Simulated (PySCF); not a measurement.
**Peak assignment**

Atom-mapped SMILES (the numbers label the heavy atoms): `[CH3:1][C:2]#[C:3][CH2:4][B:5]([F:6])[F:7]`; H(Xn) means a hydrogen on atom n.

Averaged over atoms made equivalent by symmetry, fast rotation or ring inversion, single conformer, relativity neglected, isolated molecule. GIAO KT3/pcSseg-2 shieldings; geometry: PBE0-D3(BJ)/def2-SVP; B3LYP/pcJ-1 coupling constants (spin–dipole term only in couplings to heteroatoms); PySCF.

Scale: TMS for 13C, 1H (reference shieldings calculated alike).

**Question.** Assign these signals to the numbered atoms. 13C{1H} NMR (computed): δ 74.2, 69.2 (t, J = 5.5 Hz), 6.1 (t, J = 34.8 Hz), 6.0.

**Answer.** 
74.2 → C2, alkyne carbon: the triple bond shields along its axis, which puts it between sp3 and sp2 carbons
69.2 → C3, alkyne carbon
6.1 → C4, propargylic sp3 CH2 bonded to B
6.0 → C1, propargylic methyl carbon: a saturated carbon with 1 carbon neighbour and no heteroatom attached

C4 and C1 lie closer than the usual error of such a calculation, so a measured spectrum could show them in the other order.

**Question.** Assign these signals to the numbered atoms. 1H NMR (400 MHz, computed): δ 2.24 (qt, J = 3.9, 2.6 Hz, 2H), 1.97 (t, J = 3.9 Hz, 3H).

**Answer.** 
| δ (ppm) | atoms | environment | reason |
| --- | --- | --- | --- |
| 2.24 | H(C4) | hydrogen on a propargylic sp3 CH2 bonded to B | – |
| 1.97 | H(C1) | hydrogen on a propargylic methyl carbon | – |

A carbon bonded to boron is broadened by the quadrupolar boron nucleus and is often missing from a measured spectrum. C–F couplings over four or more bonds (about 3 Hz to the para carbon of a fluoroarene) are left out. Multiplet labels drop couplings under 1 Hz and merge nearly equal ones. Shifts are as computed, not scaled to solution data. Of 1309 compounds with measured shifts, 239 miss one by over three times the rms of a fit or turn the order of signals round; such compounds aren't used in these exercises. Only one conformer was computed, so three-bond couplings in flexible chains and rings are approximate.
